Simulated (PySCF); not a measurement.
C3H6FNSi, SMILES F/C=C1/CN[SiH2]1. Atoms are numbered in the order given.

```xyz
12

F     -0.4358     2.5498     0.0000
C      0.5759     1.6595     0.0000
C      0.3627     0.3414     0.0000
C      1.3643    -0.8193     0.0000
N      0.3692    -1.9022     0.0000
Si    -1.0576    -0.8915     0.0000
H      1.5623     2.1585     0.0000
H      2.0278    -0.8141    -0.9001
H      2.0278    -0.8141     0.9001
H      0.6306    -2.8852     0.0000
H     -1.9604    -0.9429     1.2101
H     -1.9604    -0.9429    -1.2101
```

Coordinates come from a PBE-D3(BJ)/def2-SVP optimisation. The structure was generated by enumeration; whether it is a known compound was not checked.

The numbers are results of PBE-D3(BJ)/def2-SVP in PySCF, not measurements.

Frequencies are harmonic and unscaled.

```csv
mode,ν (cm⁻¹),IR (km/mol),moving atoms (share of kinetic energy)
1,74,18.6,"N 53 %, H 23 %, C 13 %"
2,145,0.8,"F 44 %, Si 27 %, C 17 %, H 10 %"
3,178,54.4,"H 61 %, C 31 %"
4,295,3.1,"C 45 %, H 36 %, F 19 %"
5,377,41.2,"H 76 %, C 23 %"
6,452,8.0,"F 33 %, C 25 %, N 19 %, Si 14 %, H 9 %"
7,554,5.1,"H 81 %, C 17 %"
8,595,6.3,"C 47 %, Si 29 %, H 18 %"
9,630,20.0,"C 62 %, Si 14 %, F 9 %, H 9 %"
10,644,55.9,"H 74 %, Si 16 %"
11,783,98.8,"H 75 %, Si 12 %"
12,843,11.5,"H 68 %, C 31 %"
13,848,82.2,"N 46 %, H 27 %, Si 23 %"
14,979,156.7,H 90 %
15,981,0.0,"H 63 %, C 35 %"
16,1022,17.8,"C 47 %, H 36 %, N 15 %"
17,1035,0.0,"C 67 %, H 18 %, N 14 %"
18,1122,0.5,H 92 %
19,1138,147.0,"C 48 %, F 30 %, H 19 %"
20,1197,79.4,"H 58 %, C 21 %, N 16 %"
21,1289,14.1,"H 74 %, C 19 %"
22,1315,3.2,"H 64 %, C 25 %, N 10 %"
23,1448,6.1,H 92 %
24,1727,140.3,C 96 %
25,2117,181.5,H 96 %
26,2129,165.9,H 98 %
27,2887,99.0,H 95 %
28,2918,52.2,"H 90 %, C 10 %"
29,3086,16.9,"H 91 %, C 9 %"
30,3593,25.7,H 93 %
```
